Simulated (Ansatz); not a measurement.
**GaH3F− (SMILES [F][GaH3-]): methods side by side**

The species is GaH3F− (5 atoms), meant as a singlet with charge -1. As SMILES, `[F][GaH3-]`. Geometry: a GFN2-xTB relaxation, a rough one for these elements and not checked as a minimum.

```xyz
5

F    -0.5006   -0.4959    1.5331
Ga    0.0294    0.0269   -0.0843
H    -0.8739    1.2297   -0.4738
H    -0.1773   -1.1961   -1.0215
H     1.5223    0.4354    0.0466
```

Each level gives the energy change with the F1–Ga2 bond stretched from 1.781 to 4.451 Å (eV). The values are calculated.

| level | kind | program | value (eV) | less CCSD(T)/STO-3G | CPU time (all runs) |
| --- | --- | --- | --- | --- | --- |
| BLYP/STO-3G (restricted) | GGA | Ansatz | 4.49 | +3.97 | 4.7 s |
| PBE/STO-3G (restricted) | GGA | Ansatz | 4.49 | +3.97 | 4.4 s |
| revPBE/STO-3G (restricted) | GGA | Ansatz | 4.29 | +3.77 | 4.7 s |
| B3LYP/STO-3G (restricted) | global hybrid | Ansatz | 5.44 | +4.92 | 3.9 s |
| BHLYP/STO-3G (restricted) | global hybrid | Ansatz | 6.85 | +6.33 | 5.4 s |
| HSE06/STO-3G (restricted) | range-separated hybrid | Ansatz | 5.56 | +5.04 | 7 s |
| wB97M-V/STO-3G (restricted) | range-separated hybrid | Ansatz | 6.73 | +6.21 | 47 s |
| CCSD(T)/STO-3G (unrestricted) | coupled cluster or CI | Ansatz | 0.52 | 0.00 | 2.3 s |

CCSD(T)/STO-3G (unrestricted) is the highest level here, not the true value. Its T1 diagnostic reaches 0.022, a sign that one reference may not serve. At this stretch a single reference begins to fail. All-electron rows without a relativistic Hamiltonian named are non-relativistic. Sets without diffuse functions describe the anion poorly. The first shape isn't each level's own minimum. The values span 0.52 to 6.85 eV. Spin contamination of the reference (⟨S²⟩ at least 0.1 too high) touches CCSD(T)/STO-3G. All rows use very small basis sets, so none should be taken for the real molecule's value. In the correlated wave-function rows the outer d shell of Ga is correlated, in sets not made for it. Times are those of the runs behind each value, whatever else they computed, on shared processors of several kinds: orders of magnitude only.
